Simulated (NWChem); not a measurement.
System: SnH3Cl; SMILES [SnH3][Cl]

```xyz
5

Sn     0.0000     0.0000    -0.5739
Cl     0.0000     0.0000     1.7853
H      1.5897     0.3973    -1.0522
H     -1.1389     1.1780    -1.0522
H     -0.4508    -1.5754    -1.0522
```
Atoms are numbered in this order, from 1.

Structure relaxed at the PBE0/def2-SVP level. Not confirmed as a minimum by frequencies. def2 effective core potentials on Sn; no spin-orbit coupling.

Q: List the 4 lowest vertical singlet excitations from CAM-B3LYP/def2-SVPD with def2 effective core potentials on Sn, TDA (NWChem).

A: 
```json
[
 {"state": "S1", "energy (eV)": "6.28", "oscillator strength": "0.020", "leading excitation (squared amplitude)": "HOMO → LUMO (0.91)"},
 {"state": "S2", "energy (eV)": "6.28", "oscillator strength": "0.020", "leading excitation (squared amplitude)": "HOMO−1 → LUMO (0.91)"},
 {"state": "S3", "energy (eV)": "7.55", "oscillator strength": "0.016", "leading excitation (squared amplitude)": "HOMO−1 → LUMO+1 (0.85)"},
 {"state": "S4", "energy (eV)": "7.55", "oscillator strength": "0.016", "leading excitation (squared amplitude)": "HOMO → LUMO+1 (0.85)"}
]
```
